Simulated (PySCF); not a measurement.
Isomers of C7H10O, one GFN2-xTB conformer each. Single-point energies are computed at PBE0/pcSseg-1 (PySCF, gas phase, no added dispersion term), electronic only.

Question: Rank them by PBE0/pcSseg-1 energy, lowest first (kJ/mol).
A. `[CH3:1][O:2][C:3]1=[CH:4][CH:5]=[CH:6][CH2:7][CH2:8]1` with C1–O2–C3–C4 1°, C3–C4–C5–C6 14°, C5–C6–C7–C8 -32°, C6–C7–C8–C3 45°, O2–C3–C8–C7 150° (1-methoxy-1,3-cyclohexadiene)
B. `O=C1[C@H]2CC[C@@H]1CC2`

Answer: B (0.0), A (93.1).

As drawn, the lower has a C=O bond, which the higher lacks; the higher has a C=C bond outside aromatic rings, which the lower lacks. GFN2-xTB itself gives, in the same order: 0.0, 111.5. Both levels put the same isomer lowest.

Question: Which frontier levels, dipoles and rotational constants go with these structures?

Answer: 
| SMILES | HOMO (eV, PBE0/pcSseg-1) | LUMO (eV) | dipole (D) | A, B, C (MHz) |
| --- | --- | --- | --- | --- |
| O=C1[C@H]2CC[C@@H]1CC2 | -6.81 | -0.27 | 3.01 | 2823, 2342, 2157 |
| COC1=CC=CCC1 | -5.65 | -0.22 | 0.98 | 4558, 1503, 1176 |
